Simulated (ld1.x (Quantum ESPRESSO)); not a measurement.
# Debugging a pseudopotential input (Xe, ld1.x (Quantum ESPRESSO) 7.5)

Command:

```bash
ld1.x < Xe.in > Xe.out
```

Input:

```
&input
   title='Xe', zed=54., rel=1, dft='PBE', iswitch=3,
   config='[Kr] 4d10 5s2 5p6',
   nld=3, rlderiv=1.50, eminld=-17.0, emaxld=5.0, deld=0.04
 /
 &inputp
   pseudotype=2, tm=.false., rho0=0.001, lloc=2,
   nlcc=.true., rcore=0.50,
   file_pseudopw='Xe.UPF', file_wfcaegen='ae.wfc', file_wfcncgen='nc.wfc', file_beta='beta', file_chi='chi'
 /
3
4S  1  1   2.00   0.00  1.05  1.05  0.0
4P  2  1   6.00   0.00  1.35  1.35  0.0
4D  3  2  10.00   0.00  1.20  1.20  0.0
 &test
   configts(1)='4s2 4p6 4d10 5s2 5p6'
 /
```

Output:

```
Program LD1 v.7.5

 %%%%%%%%%%%%%%%%%%%%%%%%%%%%%%%%%%%%%%%%%%%%%%%%%%%%%%%%%%%%%%%%%%%%%%%%%%%%%%
     Error in routine read_psconfig (1):
     ps-label wrong?
 %%%%%%%%%%%%%%%%%%%%%%%%%%%%%%%%%%%%%%%%%%%%%%%%%%%%%%%%%%%%%%%%%%%%%%%%%%%%%%

     stopping ...
```

Q: This input was made by a single change from one that runs to its end. What was changed?

A: The change: angular momentum of 4S typed wrongly. The program refuses the input: "read_psconfig: ps-label wrong?".
